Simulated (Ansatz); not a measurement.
Calculated with Ansatz (gas phase, PBE0-D4/def2-TZVP geometries, no zero-point term in ΔE). CBS: MP2 limit from def2 TZ/QZ plus the TZ coupled-cluster correction, frozen cores. DFT in def2-TZVPP. For Ge outer-core shells are correlated without core-valence functions, which leaves a few kJ/mol of doubt a bond. Scalar relativity is left out up to krypton. Each species was taken in one conformer, which may not be the lowest.

Consider the redistribution: `C=C[Si](C)(N)O` + `[NH2][Ge]([Cl])([Cl])[Cl]` → `C=C[Si](N)(N)O` + `[CH3][Ge]([Cl])([Cl])[Cl]`.

```json
{"level": "ωB97M-V", "ΔE (kJ/mol)": "-60.5"}
{"level": "PBE0", "ΔE (kJ/mol)": "-59.5"}
```

Question: What does CCSD(T)/CBS give? (Estimate.)

Answer: Ansatz gave: -61.6 kJ/mol. The listed levels differ from it by 1.1, 2.1 kJ/mol.

Largest T1 diagnostic among the species: 0.011.
